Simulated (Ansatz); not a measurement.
Molecule: C4H11Si (charge 0, doublet). It need not be the lowest isomer of its formula. 
Geometry from a B3LYP-D3(BJ)/def2-TZVP (Ansatz, a program for electronic structure) optimisation:
```xyz
16

C     -0.6486     1.4244     0.5922
C     -0.3447     0.0159     0.2679
C      0.0417    -0.7907     1.5191
C     -1.5048    -0.6646    -0.4780
Si     1.1732     0.0932    -0.9026
H     -0.1325     1.9290     1.3980
H     -1.2659     2.0214    -0.0656
H     -0.8113    -0.8556     2.2004
H      0.8655    -0.3217     2.0606
H      0.3431    -1.8076     1.2598
H     -1.2404    -1.6785    -0.7851
H     -1.7915    -0.1051    -1.3705
H     -2.3818    -0.7276     0.1722
H      0.8311     0.8647    -2.1206
H      1.5867    -1.2776    -1.3094
H      2.3103     0.7441    -0.2104
```
Charge 0, spin multiplicity 2.

Quantity: atomisation energy (electronic, to ground-state atoms), in kcal/mol. Valence correlation only, unless marked. UHF or UKS for open shells. Spin-orbit coupling is left out. Non-relativistic. The coupled-cluster limit lacks core correlation, which all-electron functionals hold. CBS(X,Y): correlation extrapolated as X^-3; Hartree-Fock from the larger set. [CCSD(T)-MP2]/basis is that difference in the basis named.

| level | program | atomisation energy (kcal/mol) |
|---|---|---|
| PBE0/STO-3G | Ansatz | 1737.7 |
| PBE0/6-31G* | Ansatz | ___ |
| CAM-B3LYP/def2-TZVPD | Ansatz | 1401.8 |
| SCS-MP2/cc-pV(T+d)Z | Ansatz | 1378.1 |
| CCSD(T) with core electrons (1s frozen past Ne)/cc-pwCVTZ | Ansatz | 1377.8 |
| RI-MP2/CBS(cc-pV(T+d)Z,cc-pV(Q+d)Z)+[CCSD(T)-MP2]/cc-pV(T+d)Z | Ansatz | ___ |

Problem. Complete the blanks.

Solution. 
- PBE0/6-31G*, atomisation energy (kcal/mol): 1402.7
- RI-MP2/CBS(cc-pV(T+d)Z,cc-pV(Q+d)Z)+[CCSD(T)-MP2]/cc-pV(T+d)Z, atomisation energy (kcal/mol): 1403.2
